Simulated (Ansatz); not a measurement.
Ansatz (a quantum-chemistry and plane-wave program) input:
A basis named .json is the Basis Set Exchange file of that set.

Ansatz 0.2 input:
```yaml
crystal:
  periodic: [false, false, false]
  atoms:
    - {symbol: Si, position_ang: [0.00236473, 0.58196616, 0.53901540]}
    - {symbol: O, position_ang: [-1.10704317, -0.60334508, -0.28290849]}
    - {symbol: C, position_ang: [-2.58187796, -0.45353743, -0.37170166]}
    - {symbol: O, position_ang: [1.42534069, -0.10322085, 0.36065811]}
    - {symbol: C, position_ang: [2.48775003, 0.06117732, -0.60599404]}
    - {symbol: H, position_ang: [-0.46313071, 0.55310641, 1.92512068]}
    - {symbol: H, position_ang: [-0.29180383, 1.78570661, -0.24661748]}
    - {symbol: H, position_ang: [-2.90971667, -1.03557453, -1.22664460]}
    - {symbol: H, position_ang: [-3.02543753, -0.79751849, 0.55815914]}
    - {symbol: H, position_ang: [-2.76335904, 0.60387725, -0.53651639]}
    - {symbol: H, position_ang: [2.62564661, -0.88498609, -1.12371962]}
    - {symbol: H, position_ang: [2.24501031, 0.84784855, -1.32031424]}
    - {symbol: H, position_ang: [3.39156096, 0.31876394, -0.06073836]}
    - {symbol: H, position_ang: [-0.82348909, -1.53206162, -0.27076744]}
basis:
  gaussian:
    orbitals: aug-cc-pV_D+d_Z.json
total_charge: 1
magnetization: {spin_polarized: false}
correlation: {method: ccsd_t, electrons: outside_noble_gas}
output: {forces: true}
```

Question: What final total energy does it print?

Answer: -520.34769 Eh (CCSD(T)/aug-cc-pV(D+d)Z). The basis has 205 functions.

It need not be the lowest isomer of its formula.
